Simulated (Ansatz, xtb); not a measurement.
## Relative energy of two structures of CH6AlBO

We compare a, `B[O][AlH][CH3]`, a singlet, with b, a singlet given by its coordinates. Both are isolated molecules in the gas phase, relaxed with PBE0-D3(BJ)/def2-SVP; the shapes shown needn't be the lowest conformers.

a (Å):

```yaml
atoms:
  - { symbol: C, position_ang: [-1.9327, 1.2470, -0.6521] }
  - { symbol: Al, position_ang: [-0.5999, -0.0741, -1.1509] }
  - { symbol: B, position_ang: [0.2813, -2.1345, 0.9113] }
  - { symbol: O, position_ang: [-0.1039, -1.2319, 0.0085] }
  - { symbol: H, position_ang: [-0.3142, -3.1928, 0.9987] }
  - { symbol: H, position_ang: [1.2237, -1.8925, 1.6429] }
  - { symbol: H, position_ang: [-1.5361, 2.2697, -0.7700] }
  - { symbol: H, position_ang: [-2.2719, 1.1320, 0.3888] }
  - { symbol: H, position_ang: [-2.8174, 1.1796, -1.3078] }
  - { symbol: H, position_ang: [0.0953, -0.1945, -2.5661] }
```

b (Å):

```xyz
10

C    -4.2680    0.8158   -0.6232
Al   -0.1617   -1.2469   -1.7083
B    -2.9471    0.1522   -0.9724
O    -1.8935   -0.3772   -1.2509
H    -4.0870    1.7954   -0.1559
H    -4.8699    0.9616   -1.5327
H    -4.8334    0.1858    0.0799
H    -0.7119   -2.6567   -2.2389
H     0.5312   -1.2208   -0.2622
H     0.3717   -0.2026   -2.8023
```

Close contacts (Å): C1–B3 1.52, Al2–O4 1.99, B3–O4 1.21, C1–H5 1.10, C1–H6 1.10, C1–H7 1.10, Al2–H8 1.60, Al2–H9 1.60, Al2–H10 1.60.

Problem. Estimate E(b) − E(a) at the level CCSD(T)/def2-SVP + ΔMP2/def2-TZVPP.

Solution. Calculated at CCSD(T)/def2-SVP + ΔMP2/def2-TZVPP: E(b) − E(a) = +0.871 eV, so structure a lies lower.

Level by level:

```json
{"level": "GFN2-xTB", "geometry": "GFN2-xTB", "E(b) − E(a) (eV)": "+0.060", "departure from the last row (eV)": "−0.811", "job, with rough time for the two": "optimisation, 0.42 s"}
{"level": "HF/STO-3G", "geometry": "GFN2-xTB", "E(b) − E(a) (eV)": "+1.299", "departure from the last row (eV)": "+0.428", "job, with rough time for the two": "single point, 0.22 s"}
{"level": "r2SCAN-D4/def2-SVP", "geometry": "GFN2-xTB", "E(b) − E(a) (eV)": "+0.732", "departure from the last row (eV)": "−0.138", "job, with rough time for the two": "single point, 2.7 s"}
{"level": "PBE0-D3(BJ)/def2-SVP", "geometry": "PBE0-D3(BJ)/def2-SVP", "E(b) − E(a) (eV)": "+0.737", "departure from the last row (eV)": "−0.134", "job, with rough time for the two": "optimisation, 1.8 min"}
{"level": "HF/def2-SVP", "geometry": "PBE0-D3(BJ)/def2-SVP", "E(b) − E(a) (eV)": "+0.722", "departure from the last row (eV)": "−0.148", "job, with rough time for the two": "part of the CCSD(T) run"}
{"level": "MP2/def2-SVP", "geometry": "PBE0-D3(BJ)/def2-SVP", "E(b) − E(a) (eV)": "+0.641", "departure from the last row (eV)": "−0.230", "job, with rough time for the two": "part of the CCSD(T) run"}
{"level": "CCSD(T)/def2-SVP", "geometry": "PBE0-D3(BJ)/def2-SVP", "E(b) − E(a) (eV)": "+0.616", "departure from the last row (eV)": "−0.255", "job, with rough time for the two": "single point"}
{"level": "CCSD(T)/def2-SVP + ΔMP2/def2-TZVPP", "geometry": "PBE0-D3(BJ)/def2-SVP", "E(b) − E(a) (eV)": "+0.871", "departure from the last row (eV)": "", "job, with rough time for the two": "single point, 12 s"}
```

The levels shown agree on the order. The largest departure from CCSD(T)/def2-SVP + ΔMP2/def2-TZVPP is that of GFN2-xTB, 0.811 eV. A small imaginary or near-zero mode remains, so no thermal terms are given. The last row adds to CCSD(T) the change of the MP2 difference between the two basis sets, here +0.255 eV, a large step that makes the value less sure.

The correlated steps freeze 8 core orbitals. Codes used: Ansatz 0.2.0, xtb 6.7.1; the last row on 2 threads of Arm Neoverse V1 on a shared host.
